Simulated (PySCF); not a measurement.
C₇H₁₆Si₂.
Atom-mapped SMILES: `[SiH3:1]/[CH:2]=[CH:3]\[SiH2:4][CH:5]1[CH2:6][CH2:7][CH2:8][CH2:9]1`

Cartesian coordinates in Å at the GFN2-xTB level; atoms count from 1:
```
atom  x, y, z in Å
Si1    3.3847    1.0673   -0.4927
C2     3.0589    0.1641    1.1271
C3     2.1284   -0.7587    1.3646
Si4    0.8486   -1.4470    0.1681
C5    -0.8257   -0.5974    0.4867
C6    -1.9833   -1.1584   -0.3388
C7    -3.0841   -0.0941   -0.2310
C8    -2.3610    1.2261    0.1005
C9    -0.8667    0.8847    0.1150
H10    4.3606    2.1288   -0.2200
H11    3.9435    0.1437   -1.4841
H12    2.1583    1.6737   -1.0151
H13    3.7174    0.4399    1.9476
H14    2.0815   -1.1833    2.3656
H15    0.7076   -2.8884    0.4331
H16    1.2426   -1.2420   -1.2305
H17   -1.0941   -0.6853    1.5455
H18   -1.6711   -1.2701   -1.3788
H19   -2.3145   -2.1329    0.0181
H20   -3.6537   -0.0204   -1.1568
H21   -3.7828   -0.3526    0.5653
H22   -2.5862    2.0058   -0.6266
H23   -2.6709    1.5889    1.0815
H24   -0.3047    1.5075    0.8103
H25   -0.4442    1.0244   -0.8819
```

Probes without a nucleus sit at each ring's centroid and 1 Å off its mean plane on both sides; NICS is minus the shielding there, NICSzz its component along the normal. Level: GIAO PBE0/pcSseg-1 (PySCF, non-relativistic, gas phase) on the GFN2-xTB geometry, one conformer.

Ring bond lengths (Å), with Mayer bond orders in brackets: C5–C6 1.528 (1.01), C6–C7 1.535 (1.04), C7–C8 1.541 (1.03), C8–C9 1.533 (1.05), C9–C5 1.529 (1.01).

What do the NICS probes read (ppm)?

```tsv
ring	type	NICS(0)	NICS(1), two faces	NICS(1)zz, two faces	rms pucker (Å)	centre to ring atoms, mean (Å)
C5–C6–C7–C8–C9	5-membered carbocycle; formal bonds all single	-5.6	-4.1 / -4.4	-4.7 / -4.6	0.19	1.28
```

What can be read from them?

- C5–C6–C7–C8–C9: mean NICS(1)zz -4.7 ppm, shielded. C5, C6, C7, C8, C9 have four or more neighbours, so the value isn't read as a sign of a π ring current.

At the first NICS(1) probe listed for ring C5–C6–C7–C8–C9, 1 Å off the ring, how large is the induced field along the normal in 9.4 T applied along it?

NICSzz × B0 = -4.7 ppm × 9.4 T = -44 μT, against the applied field.
